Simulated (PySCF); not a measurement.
**A small calculation by hand: chemical shift, span and skew from a shielding tensor**

H6NSi2, SMILES [SiH3][N][SiH3] (connectivity only; charge and spin as stated), charge -1, multiplicity 1. Atoms are numbered in the order given.

```xyz
9

Si     1.5700     0.0000     0.0653
N      0.0000     0.0000    -0.4866
Si    -1.5700     0.0000     0.0653
H      2.5951     0.0000    -1.0520
H      2.0087     1.1844     0.9202
H      2.0087    -1.1844     0.9202
H     -2.0087    -1.1844     0.9202
H     -2.5951     0.0000    -1.0520
H     -2.0087     1.1844     0.9202
```
Charge -1, spin multiplicity 1.

Coordinates come from a B3LYP-D3(BJ)/def2-SVPD optimisation. The multiplicity is an assumed one; other spin states were not compared. The isomer is the one that the SMILES or the coordinates give; other isomers of the formula were not compared.

GIAO shieldings from PySCF with HF/pcSseg-1, non-relativistic, no solvent. The symmetric part of the tensor of Si1 has the principal values 419.1, 429.8, 579.4 ppm. The same nucleus in TMS has σ = 393.8 ppm at this level (PySCF, at its B3LYP-D3(BJ)/def2-TZVP geometry).

Problem. Work out the isotropic shielding, the ²⁹Si shift against TMS, the span and the skew.

Solution. 
σ(iso) = (σ11 + σ22 + σ33)/3 = 476.1 ppm. δ = σ(ref) − σ(iso) = 393.8 − (476.1) = -82.3 ppm.
Span Ω = σ33 − σ11 = 160.3 ppm. Skew κ = 3(σ(iso) − σ22)/Ω = 0.87. Tumbling in solution averages the tensor to δ; in a static solid the shielding alone would spread this spin-1/2 line over Ω.
